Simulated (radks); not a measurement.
Spherical quantum dot in the effective-mass picture: electrons in a hard-walled sphere of radius 7.63, with a point charge +2 (a donor) at the centre, all in effective atomic units (hartree* = m*/eps^2 hartree, bohr* = eps/m* bohr), one dielectric constant everywhere. Method: non-relativistic Kohn-Sham, LDA (Slater exchange, Perdew-Wang correlation), spin-polarised, spherical densities; computed with a radial shooting solver with Libxc functionals. Levels are named by radial order and angular momentum (1s, 1p, 1d, 2s, ...), and open shells are averaged over m. Each electron was tried in the lowest free levels, single moves between levels near the top were tried too, and the lowest total energy was kept; such a search can miss a lower state. At N = 1 the Hartree and exchange-correlation terms need not cancel, so that row can carry a self-interaction error.

N,open shells,2S,E (hartree*),mu = E(N) - E(N-1) (hartree*),addition energy mu(N+1) - mu(N) (hartree*)
1,"1s(up 1, down 0)",1,-1.94176,-1.9418,1.049
2,none,0,-2.83445,-0.89269,1.010
3,"2s(up 1, down 0)",1,-2.71727,0.11718,0.1735
4,none,0,-2.42661,0.29066,0.1960
5,"1p(up 1, down 0)",1,-1.93997,0.48664,0.1574
6,"1p(up 3, down 0) 2s(up 1, down 0)",4,-1.29597,0.64400,0.1701
7,"1p(up 3, down 0)",3,-0.481886,0.81408,0.1893
8,"1p(up 3, down 1)",2,0.521485,1.0034,0.1547
9,"1p(up 3, down 2)",1,1.67956,1.1581,0.1558
10,none,0,2.99349,1.3139,0.2363
11,"1d(up 1, down 0)",1,4.54367,1.5502,0.1524
12,"1d(up 2, down 0)",2,6.24623,1.7026,0.1527
13,"1d(up 3, down 0)",3,8.10149,1.8553,0.1528
14,"1d(up 4, down 0)",4,10.1096,2.0081,0.1528
15,"1d(up 5, down 0)",5,12.2705,2.1609,0.1865
16,"1d(up 5, down 1)",4,14.6179,2.3474,0.1500
17,"1d(up 5, down 2)",3,17.1153,2.4974,0.1504
18,"1d(up 5, down 3)",2,19.7630,2.6477,0.1506
19,"1d(up 5, down 4)",1,22.5613,2.7983,0.1507
20,none,0,25.5102,2.9490,0.2480
21,"1f(up 1, down 0)",1,28.7071,3.1969,0.1491
22,"1f(up 2, down 0)",2,32.0532,3.3460,0.1492
23,"1f(up 3, down 0)",3,35.5483,3.4952,0.1492
24,"1f(up 4, down 0)",4,39.1927,3.6444,0.1492
25,"1f(up 5, down 0)",5,42.9863,3.7936,0.1492
26,"1f(up 6, down 0)",6,46.9290,3.9427,0.1491
27,"1f(up 7, down 0)",7,51.0209,4.0919,0.1827
28,"1f(up 7, down 1)",6,55.2954,4.2746,0.1475
29,"1f(up 7, down 2)",5,59.7175,4.4221,0.1477
30,"1f(up 7, down 3)",4,64.2873,4.5698,0.1477
31,"1f(up 7, down 4)",3,69.0048,4.7175,0.1478
32,"1f(up 7, down 5)",2,73.8700,4.8653,0.1478
33,"1f(up 7, down 6)",1,78.8831,5.0130,0.1478
34,none,0,84.0439,5.1608,0.2636
35,"1g(up 1, down 0)",1,89.4683,5.4244,0.1468
36,"1g(up 2, down 0)",2,95.0396,5.5713,0.1469
37,"1g(up 3, down 0)",3,100.758,5.7181,-

All shells are closed at N = 2, 4, 10, 20, 34 (there: 1s2 1p6 1d10 2s2 1f14); the second difference of the energy has clear peaks (12 % above both neighbours; the first and last values, which can be the largest, are not judged, and half-filled shells can peak too) at N = 4, 10, 15, 20, 27, 34.
